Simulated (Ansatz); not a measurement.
Computed with Ansatz on PBE0-D4/def2-TZVP structures; ΔE is electronic, products minus reactants. CCSD(T)/CBS is the MP2 limit (def2-TZVPP, def2-QZVPP) plus CCSD(T) − MP2 in def2-TZVPP, frozen cores. DFT in def2-TZVPP. Each species was taken in one conformer, which may not be the lowest.

Consider the redistribution: `O=C[SiH2][SiH](O)Cl` + `CO[SiH](N)Cl` → `CO[Si@H](Cl)[Si@H](O)Cl` + `N[SiH2]C=O`.

`O=C[SiH2][SiH](O)Cl`:

Z-matrix (Å, degrees):
```
Si
C 1 1.929
Si 1 2.339 2 106.8
H 1 1.487 2 109.6 3 117.8
H 1 1.483 2 109.3 3 -119.9
O 2 1.204 1 122.3 3 94.0
H 2 1.116 1 117.9 3 -83.9
O 3 1.639 1 105.3 2 53.0
Cl 3 2.063 1 109.8 2 172.5
H 3 1.484 1 114.2 2 -69.5
H 8 0.959 3 118.7 1 -178.2
```

`CO[SiH](N)Cl`:

```xyz
11

C     1.703    0.291    0.828
O     0.297    0.195    0.757
Si   -0.523   -0.276   -0.572
N    -2.199   -0.233   -0.358
Cl   -0.046    1.023   -2.097
H     2.075    1.084    0.173
H     2.185   -0.652    0.546
H     1.975    0.525    1.858
H    -0.097   -1.637   -0.964
H    -2.669   -0.959    0.159
H    -2.700    0.639   -0.330
```

`CO[Si@H](Cl)[Si@H](O)Cl`:

```xyz
13

C     1.313    0.129   -1.916
O     0.704   -0.081   -0.656
Si   -0.789    0.451   -0.244
Cl   -0.844    2.515   -0.227
Si   -1.010   -0.417    1.918
O     0.485   -0.500    2.579
Cl   -1.856   -2.287    1.703
H     0.650   -0.179   -2.731
H     1.576    1.182   -2.048
H     2.223   -0.472   -1.957
H    -1.793    0.035   -1.256
H    -1.858    0.341    2.860
H     1.200   -0.717    1.975
```

`N[SiH2]C=O`:

```xyz
9

N     1.456    0.150   -0.045
Si   -0.017   -0.346    0.640
C    -1.309    0.141   -0.698
O    -0.972    0.748   -1.686
H     2.335    0.208    0.435
H     1.415    0.711   -0.882
H    -0.410    0.327    1.914
H    -0.114   -1.811    0.890
H    -2.384   -0.128   -0.568
```

| species | PBE0 energy (Eh) |
| --- | --- |
| `O=C[SiH2][SiH](O)Cl` | -1230.33453 |
| `CO[SiH](N)Cl` | -921.14198 |
| `CO[Si@H](Cl)[Si@H](O)Cl` | -1691.11968 |
| `N[SiH2]C=O` | -460.34721 |

Q: Work out ΔE.

A: ΔE = (-1691.11968) + (-460.34721) − (-1230.33453) − (-921.14198) = 0.00962 Eh = +25.3 kJ/mol. CCSD(T)/CBS gives +23.0 kJ/mol.

Largest T1 diagnostic among the species: 0.014.
